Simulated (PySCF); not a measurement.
A structure optimised at PBE-D3(BJ)/def2-SVP, used in a PySCF frequency run:

```xyz
14

C      0.5399     1.7618    -0.7279
C      0.4516     0.6244    -0.0023
Si     1.9214    -0.5625     0.0756
C     -0.8203     0.2784     0.7506
C     -1.6735    -0.7392     0.0006
O     -2.8575    -0.6044    -0.2208
H     -0.2960     2.4833    -0.7747
H      1.4490     2.0229    -1.2940
H      1.5360    -1.9348    -0.4143
H      3.0460    -0.0292    -0.7661
H      2.3762    -0.7146     1.5044
H     -0.5739    -0.1810     1.7371
H     -1.4522     1.1700     0.9394
H     -1.1111    -1.6585    -0.3504
```
Charge 0, spin multiplicity 1.

### Question
Write its SMILES and formula.

### Answer
C=C([SiH3])CC=O, C4H8OSi

### Question
What are its rotational constants (standard atomic weights)?

### Answer
4.8449, 1.5461, 1.2895 GHz
